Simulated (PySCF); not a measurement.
cobalt atom (Co), quartet. Base run: HF/def2-SVP run with PySCF.

The PySCF input:
```python
from pyscf import gto, scf

mol = gto.Mole()
mol.atom = '''
    Co    0.00000000    0.00000000    0.00000000
'''
mol.basis = 'def2-svp'
mol.spin = 3
mol.verbose = 4
mol.build()

mf = scf.UHF(mol)
mf.kernel()
```

The base run was repeated with changes; each row names its change, and settings that it needs were set with it.

```csv
change,basis functions,E (Eh),HOMO (eV)
base,31,-1381.12703,-5.92
basis = x2c-SVPall; relativity = none,36,-1377.95093,-6.27
basis = x2c-SVPall; relativity = spin-free X2C; nucleus = Gaussian (with mol.nucmod = 'G'),36,-1391.55622,-6.48
basis = x2c-TZVPall; relativity = spin-free X2C; nucleus = Gaussian (with mol.nucmod = 'G'),48,-1391.79852,-6.47
basis = x2c-SVPall; relativity = spin-free X2C,36,-1391.57464,-6.46
basis = cc-pVDZ-DK; relativity = spin-free X2C; nucleus = Gaussian (with mol.nucmod = 'G'),43,-1391.80850,-6.48
basis = x2c-TZVPall; relativity = spin-free X2C,48,-1391.80310,-6.47
basis = cc-pVDZ-DK; relativity = spin-free X2C,43,-1391.79919,-6.49
basis = cc-pVDZ-DK; relativity = none,43,-1376.20419,-6.29
basis = x2c-TZVPall; relativity = none,48,-1377.69011,-6.27
```

Total energies compare only within one method and basis.

Open shells are given as the SCF converged; they aren't shown to be the lowest states, and a large step between rows can be another state.

Basis sets contracted for a relativistic Hamiltonian are a mismatch without it, so the rows without relativity aren't non-relativistic limits. No row has spin-orbit coupling; sets with core potentials leave out the core electrons.
